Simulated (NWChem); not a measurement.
System: H$_{2}$BO$_{2}$ cation

```xyz
5

O      0.0409    -1.2504     0.0485
B      0.0000     0.0000    -0.0181
O     -0.0409     1.2504     0.0485
H     -0.4017    -2.0185    -0.3428
H      0.4017     2.0185    -0.3428
```
Atoms are numbered in this order, from 1.

All runs: NWChem. The geometry was optimised at PBE0/def2-SVP. Vertical excitations in the gas phase; the lowest state need not have the same character in each row.

Q: Order these by “lowest excitation, singlet (eV)”, lowest first: B3LYP/def2-SVPD, TDA; PBE/def2-SVPD, TDA; BHandHLYP/def2-SVPD, TDA.

A: PBE/def2-SVPD, TDA (9.35), B3LYP/def2-SVPD, TDA (9.76), BHandHLYP/def2-SVPD, TDA (10.43)
